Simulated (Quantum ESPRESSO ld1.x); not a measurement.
Ta XXXVII, configuration [Kr] 4d1 (the NIST ground configuration). Calculated with ld1.x of Quantum ESPRESSO 7.5: scalar-relativistic Kohn-Sham, LDA (Slater exchange, Perdew-Zunger correlation), spin-polarised, spherical densities, point nucleus; open shells are filled with parallel spins first. Some entries of the table are withheld. Estimate them.

| orbital | occ. | eigenvalue (hartree) | r(max) (bohr) |
|---|---|---|---|
| 1s up | 1 | -2530.01 | 0.012 |
| 1s down | 1 | -2530.00 | 0.012 |
| 2s up | 1 | -481.437 | 0.067 |
| 2s down | 1 | -481.398 | 0.067 |
| 2p up | 3 | -429.034 | 0.055 |
| 2p down | 3 | -429.001 | 0.055 |
| 3s up | 1 | -151.984 | 0.187 |
| 3s down | 1 | -151.956 | 0.187 |
| 3p up | 3 | -136.369 | 0.186 |
| 3p down | 3 | -136.340 | 0.186 |
| 3d up | 5 | (1) | 0.151 |
| 3d down | 5 | (2) | 0.151 |
| 4s up | 1 | -68.1681 | 0.404 |
| 4s down | 1 | -68.0644 | 0.404 |
| 4p up | 3 | -62.4024 | 0.417 |
| 4p down | 3 | -62.3001 | 0.417 |
| 4d up | 1 | (3) | (4) |
| 4d down | 0 | (5) | (6) |

Answer. 
(1) 3d up eigenvalue (hartree): -118.529
(2) 3d down eigenvalue (hartree): -118.493
(3) 4d up eigenvalue (hartree): -55.4743
(4) 4d up r(max) (bohr): 0.410
(5) 4d down eigenvalue (hartree): -55.3722
(6) 4d down r(max) (bohr): 0.410
